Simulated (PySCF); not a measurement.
A geometry optimisation, step by step.

Compound: aluminum trifluoride, AlF3.
Numbering: `[F:1][Al:2]([F:3])[F:4]`

Computed by this run: PBE0-D3(BJ)/def2-SVP geometry optimisation, gas phase (PySCF); density fitting, grid level 1; the optimiser is geomeTRIC in internal coordinates, started from a GFN2-xTB structure with every atom displaced at random (about 0.03 Å). The frame can shift and turn from step to step; on so coarse a grid that alone can change the energy by a few meV, and forces under 0.02 eV/Å are noise.

Step 0: E = -14733.7335 eV, largest atomic force 2.283 eV/Å
```
atom  x, y, z in Å  |  force x, y, z in eV/Å
F1     -0.847   -1.426    0.002   -0.247   0.150  -0.002
Al2    -0.011   -0.011   -0.018   -1.138  -1.229   0.015
F3      1.574   -0.118   -0.027    2.275  -0.185  -0.004
F4     -0.612    1.474   -0.034   -0.890   1.264  -0.009
```

Step 1: E = -14733.8435 eV, largest atomic force 0.458 eV/Å
```
atom  x, y, z in Å  |  force x, y, z in eV/Å
F1     -0.886   -1.410    0.002   -0.032   0.073  -0.017
Al2     0.007   -0.031   -0.022   -0.070  -0.188   0.030
F3      1.637   -0.103   -0.024    0.441  -0.122  -0.005
F4     -0.654    1.463   -0.032   -0.339   0.238  -0.008
```

Step 2: E = -14733.8559 eV, largest atomic force 0.209 eV/Å
```
atom  x, y, z in Å  |  force x, y, z in eV/Å
F1     -0.873   -1.406   -0.008   -0.037   0.006   0.030
Al2     0.015   -0.025   -0.007    0.159   0.090  -0.101
F3      1.658   -0.106   -0.026   -0.047  -0.020   0.038
F4     -0.697    1.456   -0.036   -0.076  -0.076   0.032
```

Step 3: E = -14733.8541 eV, largest atomic force 0.334 eV/Å
```
atom  x, y, z in Å  |  force x, y, z in eV/Å
F1     -0.857   -1.405    0.003   -0.019  -0.036  -0.079
Al2     0.024   -0.021   -0.046    0.182   0.169   0.223
F3      1.672   -0.096   -0.011   -0.231   0.032  -0.077
F4     -0.735    1.442   -0.023    0.069  -0.165  -0.067
```

Step 4: E = -14733.8597 eV, largest atomic force 0.131 eV/Å
```
atom  x, y, z in Å  |  force x, y, z in eV/Å
F1     -0.857   -1.408   -0.005    0.009  -0.017  -0.016
Al2     0.025   -0.023   -0.023    0.092   0.086   0.035
F3      1.670   -0.086   -0.018   -0.113   0.004  -0.011
F4     -0.735    1.436   -0.029    0.013  -0.074  -0.008
```

Step 5: E = -14733.8607 eV, largest atomic force 0.036 eV/Å
```
atom  x, y, z in Å  |  force x, y, z in eV/Å
F1     -0.843   -1.415   -0.010    0.009  -0.007   0.001
Al2     0.026   -0.021   -0.017    0.026   0.018  -0.013
F3      1.670   -0.073   -0.019   -0.034   0.011   0.005
F4     -0.750    1.428   -0.030   -0.001  -0.022   0.007
```

Step 6: E = -14733.8613 eV, largest atomic force 0.052 eV/Å
```
atom  x, y, z in Å  |  force x, y, z in eV/Å
F1     -0.821   -1.426   -0.014    0.014  -0.002   0.006
Al2     0.028   -0.019   -0.016   -0.035  -0.029  -0.024
F3      1.670   -0.049   -0.019    0.025   0.012   0.008
F4     -0.773    1.414   -0.027   -0.004   0.020   0.010
```

Step 7: E = -14733.8616 eV, largest atomic force 0.063 eV/Å
```
atom  x, y, z in Å  |  force x, y, z in eV/Å
F1     -0.804   -1.436   -0.017    0.010   0.000   0.003
Al2     0.028   -0.019   -0.018   -0.049  -0.038  -0.012
F3      1.670   -0.030   -0.018    0.042   0.009   0.003
F4     -0.791    1.404   -0.024   -0.004   0.028   0.005
```

Step 8: E = -14733.8617 eV, largest atomic force 0.033 eV/Å
```
atom  x, y, z in Å  |  force x, y, z in eV/Å
F1     -0.796   -1.441   -0.018    0.003   0.001  -0.001
Al2     0.027   -0.020   -0.019   -0.027  -0.019   0.001
F3      1.670   -0.020   -0.018    0.024   0.004  -0.001
F4     -0.798    1.401   -0.021    0.000   0.014   0.001
```

Step 9: E = -14733.8616 eV, largest atomic force under 0.02 eV/Å
```
atom  x, y, z in Å  |  force x, y, z in eV/Å
F1     -0.795   -1.443   -0.018    0.000   0.000  -0.001
Al2     0.027   -0.020   -0.019   -0.005  -0.003   0.003
F3      1.669   -0.019   -0.018    0.004   0.001  -0.001
F4     -0.797    1.401   -0.021    0.001   0.002   0.000
```

**Question.** Summarise the path.

**Answer.** The energy falls by 12.37 kJ/mol from step 0 to step 9; nine tenths of that is first reached at step 2. It rises by more than 0.2 meV at step 3. The largest force goes from 2.283 to under 0.02 eV/Å. Among the bonds Al2–F3 changes most, from 1.588 to 1.643 Å; the atoms move by 0.073 Å rms after alignment.

What follows is the cost of the whole optimisation. The run took 9.1 s of wall time on Arm Neoverse V1, one thread, shared host with 32 logical CPUs at a one-minute load of 16, and the process peaked at 0.26 GiB of memory.
